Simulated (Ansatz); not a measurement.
Energy needed to pull apart AlHIF (SMILES [F][AlH][I]), singlet, into free ground-state atoms, from the structure below (displaced at random from its PBE0-D4/def2-TZVP minimum); no zero-point or spin–orbit terms; open-shell atoms are treated unrestricted, in their ground-state multiplicity.

F1  (-1.301, -0.204, 1.230)
Al2  (-0.082, 0.279, -0.076)
I3  (2.096, -0.881, 0.183)
H4  (-0.596, 1.060, -1.339)
(Å)

Ansatz 0.2.0; basis: def2-TZVPP; cores frozen in the correlated methods. Filled d shells of the heavier atoms are correlated. Core potentials replace the inner electrons of the atoms past krypton. The def2 sets are not built for correlating such inner shells, so the correlated values are less sure here.

| method | atomization energy (kJ/mol) |
| --- | --- |
| PBE-D4 | ? |
| r2SCAN-D4 | 1166 |
| PBE0-D4 | 1135 |
| wB97M-V | ? |
| HF | 855 |
| MP2 | 1185 |
| CCSD | 1111 |
| CCSD(T) | 1133 |

Q: What does wB97M-V give? (An estimate is asked for; the value comes from the calculation.)

A: Computed: 1152 kJ/mol, which is about 19 kJ/mol more than CCSD(T)/def2-TZVPP.

Q: What does PBE-D4 give? (To be estimated.)

A: By the calculation: 1167 kJ/mol, which is about 34 kJ/mol more than CCSD(T)/def2-TZVPP.

In triple zeta the MP2 and coupled-cluster atomization energies are still short of their basis limit by a few kcal/mol a bond, whereas those of the functionals are nearly converged, so these differences are not deviations from converged CCSD(T).

The T1 diagnostic stays at or below 0.012.

For scale, one of the runs: CCSD(T)/def2-TZVPP forces, 137 basis functions (an equivalent command: `ansatz run in.yaml --threads 2`). Time: 73 s of wall clock on 2 CPU threads; the host was shared. Peak host memory: 1.5 GiB.
